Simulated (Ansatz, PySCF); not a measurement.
Gas-phase reaction in SMILES: C=N (CH3N) + 2 [H][H] (H2) -> C (CH4) + N (NH3)
Geometries: B3LYP-D3(BJ)/def2-TZVP minima from Ansatz (an electronic-structure program).
Geometry of the first species:
```
C
N 1 1.2631
H 2 1.0217 1 111.31
H 1 1.0903 2 118.89 3 -180.00
H 1 1.0949 4 116.21 2 -180.00
```

Wanted: energy of full hydrogenation (enthalpy at 298 K, with B3LYP-D3(BJ) rigid-rotor harmonic-oscillator terms from PySCF), in kcal/mol. Valence correlation only, unless marked. No spin-orbit coupling. Non-relativistic. CBS marks a two-point X^-3 extrapolation of the correlation energy; Hartree-Fock from the larger set. [CCSD(T)-MP2]/basis is that difference in the basis named.

From measured enthalpies of formation at 298 K: -49.9 kcal/mol (C=N (CH3N) 21.2, ATcT 1.112; [H][H] (H2) 0.0, ATcT 1.112; C (CH4) -17.8, ATcT 1.112; N (NH3) -10.9, ATcT 1.112). It holds spin-orbit effects, which the calculations lack, and core correlation, which the frozen-core levels lack.

| level | program | energy of full hydrogenation (kcal/mol) | error against measurement |
|---|---|---|---|
| M06-L-D4/def2-TZVPD | PySCF + dftd4 | -53.4 | -3.5 |
| CAM-B3LYP/def2-TZVPD | Ansatz | -51.5 | -1.6 |
| MP2/6-31G | Ansatz | -43.7 | 6.2 |
| RI-MP2/CBS(aug-cc-pVTZ,aug-cc-pVQZ) | Ansatz | -51.6 | -1.7 |
| CCSD/CBS(cc-pVTZ,cc-pVQZ) | Ansatz | -51.7 | -1.8 |
| RI-MP2/CBS(def2-TZVPPD,def2-QZVPPD)+[CCSD(T)-MP2]/def2-TZVPPD | Ansatz | -50.2 | -0.3 |
| CCSD(T)/CBS(def2-TZVPPD,def2-QZVPPD) | Ansatz | -50.3 | -0.4 |
